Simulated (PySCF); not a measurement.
**A small calculation by hand: chemical shift, span and skew from a shielding tensor**

C₃H₇O₂, SMILES CC(O)C[O] (connectivity only; charge and spin as stated), charge -1, multiplicity 1. Atoms are numbered in the order given.

```xyz
12

C      1.5078     0.1921     0.0853
C      0.0393     0.5159    -0.1412
O     -0.4292     1.5475     0.7731
C     -0.8259    -0.7767     0.0047
O     -0.5117    -1.7245    -0.8886
H      2.1893     1.0311    -0.1800
H      1.6669    -0.0856     1.1498
H      1.7363    -0.6913    -0.5458
H     -0.1016     0.8717    -1.1898
H      0.3077     2.1652     0.9140
H     -0.6915    -1.0714     1.1113
H     -1.9072    -0.3919    -0.0285
```
Charge -1, spin multiplicity 1.

Geometry optimised at PBE-D3(BJ)/def2-SVPD. The spin state was assumed, not searched. The isomer is the one that the SMILES or the coordinates give; other isomers of the formula were not compared. Other conformers were not sampled.

GIAO shieldings from PBE0/pcSseg-1 (PySCF), non-relativistic, no solvent. The symmetric part of the tensor of C1 has the principal values 139.9, 149.0, 180.0 ppm. The same nucleus in TMS has σ = 186.3 ppm at this level (PySCF, at its B3LYP-D3(BJ)/def2-TZVP geometry).

### Question
Work out the isotropic shielding, the ¹³C shift against TMS, the span and the skew.

### Answer

σ(iso) = (σ11 + σ22 + σ33)/3 = 156.3 ppm. δ = σ(ref) − σ(iso) = 186.3 − (156.3) = 30.0 ppm.
Span Ω = σ33 − σ11 = 40.1 ppm. Skew κ = 3(σ(iso) − σ22)/Ω = 0.55. Tumbling in solution averages the tensor to δ; in a static solid the shielding alone would spread this spin-1/2 line over Ω.
